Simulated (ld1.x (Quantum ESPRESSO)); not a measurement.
**Pb, TM: configuration errors across variants**

ld1.x (Quantum ESPRESSO) 7.5 input, shortened:

```
&input
   title='Pb', zed=82., rel=2, dft='PBESOL', iswitch=3,
   config='[Xe] 4f14 5d10 6s2 6p1.5', rel_dist='average'
 /
 &inputp
   pseudotype=2, tm=.true., lloc=1,
   nlcc=.true., new_core_ps=.true.
 /
3
6S  1  0   2.00   0.00  1.90  1.90  0.0
5D  3  2  10.00   0.00  1.25  1.25  0.0
6P  2  1   1.50   0.00  2.55  2.55  0.0
 &test
   configts(1)='5d10 6s2 6p1.5'
 /
```

Open shells are filled in proportion to 2j + 1 (rel_dist='average').

All-electron excitation energies from the reference (eV): (1) 5d10 6s2 6p2 -2.560; (2) 5d10 6s2 6p1 4.161; (3) 5d10 6s2 6p0 17.769; (4) 5d10 6s0 6p0 92.952; (5) 5d9 6s2 6p2 24.514; (6) 5d10 6s1 6p3 6.040; (7) 5d10 6s2 6p2.3 -3.397.

A true bound ghost makes a file unfit for plane-wave use even where its test errors are small: the radial tests pick states by their node count and pass the ghost by.

The file “base” misses its own reference levels by 1.2 eV. The file “wave 6p (bound): rc 2.55 bohr becomes 6p (bound): rc 1.60 bohr” misses its own reference levels by 1.5 eV. The file “wave 6p (bound): rc 2.55 bohr becomes 6p (bound): rc 2.16 bohr” misses its own reference levels by 1.2 eV. The file “wave 6p (bound): rc 2.55 bohr becomes 6p (bound): rc 2.32 bohr” misses its own reference levels by 1.2 eV. The file “wave 6p (bound): rc 2.55 bohr becomes 6p (bound): rc 2.60 bohr” misses its own reference levels by 1.2 eV. The file “wave 6p (bound): rc 2.55 bohr becomes 6p (bound): rc 2.86 bohr” misses its own reference levels by 1.2 eV. The file “wave 6p (bound): rc 2.55 bohr becomes 6p (bound): rc 3.14 bohr” misses its own reference levels by 1.2 eV. The file “wave 6p (bound): rc 2.55 bohr becomes 6p (bound): rc 3.28 bohr” misses its own reference levels by 1.2 eV. The file “wave 6p (bound): rc 2.55 bohr becomes 6p (bound): rc 3.66 bohr” misses its own reference levels by 1.2 eV. The file “wave 6p (bound): rc 2.55 bohr becomes 6p (bound): rc 3.76 bohr” misses its own reference levels by 1.2 eV.

Errors AE − PS in meV (a dash: test not solved or not reliable):

```csv
change,(1),(2),(3),(4),(5),(6),(7),bound ghosts
base,-46,+47,+145,+70,-247,-149,-74,none
wave 6p (bound): rc 2.55 bohr becomes 6p (bound): rc 1.60 bohr,-150,+205,+831,+1490,-533,-558,-220,s
wave 6p (bound): rc 2.55 bohr becomes 6p (bound): rc 2.16 bohr,-55,+60,+196,+149,-219,-180,-87,none
wave 6p (bound): rc 2.55 bohr becomes 6p (bound): rc 2.32 bohr,-47,+49,+149,+74,-243,-153,-75,none
wave 6p (bound): rc 2.55 bohr becomes 6p (bound): rc 2.60 bohr,-46,+47,+145,+70,-247,-149,-74,none
wave 6p (bound): rc 2.55 bohr becomes 6p (bound): rc 2.86 bohr,-45,+47,+146,+60,-226,-147,-73,none
wave 6p (bound): rc 2.55 bohr becomes 6p (bound): rc 3.14 bohr,-44,+46,+138,+15,-181,-138,-71,none
wave 6p (bound): rc 2.55 bohr becomes 6p (bound): rc 3.28 bohr,-43,+45,+130,-22,-148,-131,-69,none
wave 6p (bound): rc 2.55 bohr becomes 6p (bound): rc 3.66 bohr,-40,+41,+110,-116,-67,-117,-65,none
wave 6p (bound): rc 2.55 bohr becomes 6p (bound): rc 3.76 bohr,-39,+40,+104,-142,-43,-113,-64,none
```

(1) Give the same row for: wave 6p (bound): rc 2.55 bohr becomes 6p (bound): rc 1.86 bohr.

## Answers

(1) -113, +144, +536, +796, -342, -392, -169; bound ghosts: s.
